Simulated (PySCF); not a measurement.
State search for InPb

Unrestricted PBE0; In def2-SVP with ECP28, Pb def2-SVP with ECP60; scalar-relativistic core potentials (PySCF 2.14). Outer shells of the fragments: In 4d10 5s2 5p1; Pb 5d10 6s2 6p2.

Followed along the bond (rough minima from three points):

| 2Ms+1 | unpaired | ⟨S²⟩ at the start | R at minimum (Å) | Te (eV) |
| --- | --- | --- | --- | --- |
| 4 | σ ↑, π ↑↑ | 3.75 | 2.91 | 0.00 |
| 2 | σ ↓, π ↑↑ | 1.76 | 2.90 | 0.38 |
| 2 | σ ↑, π ↑↓ | 1.76 | 2.91 | 0.40 |
| 2 | π ↑ | 0.75 | 3.15 | 0.68 |
| 2 | σ ↑ | 0.76 | 2.93 | 0.94 |

Solutions found at the starting distance of 2.785 Å, counted from the lowest of them; the search is not exhaustive and high or unbound solutions are not listed, so other states can lie among these:

```
2Ms+1   unpaired   term  E (eV)  ⟨S²⟩  ⟨Lz²⟩  μ (D)
    4  σ ↑, π ↑↑    ⁴Σ⁻    0.00  3.75   0.00  -0.99
    2  σ ↓, π ↑↑  mixed    0.37  1.76   0.00  -0.98
    2  σ ↑, π ↑↓  mixed    0.40  1.76   2.01  -0.82
    2        σ ↑  mixed    0.94  0.76   2.00  -0.41
    2        π ↑     ²Π    0.95  0.75   1.00   0.38
    2        π ↑     ²Π    1.13  0.79   1.00  -1.37
    4      π ↑↑↑     ⁴Π    2.14  3.76   1.00   0.24
    4  σ ↑, π ↑↑  mixed    2.19  3.76   2.01   2.41
```

A term symbol is given only where ⟨S²⟩ and ⟨Lz²⟩ are close to those of a pure state; real π, δ and φ orbitals otherwise mix terms. A positive dipole means In(−)Pb(+).

Spin–orbit coupling is left out, which matters for elements this heavy, above all for dissociation energies.
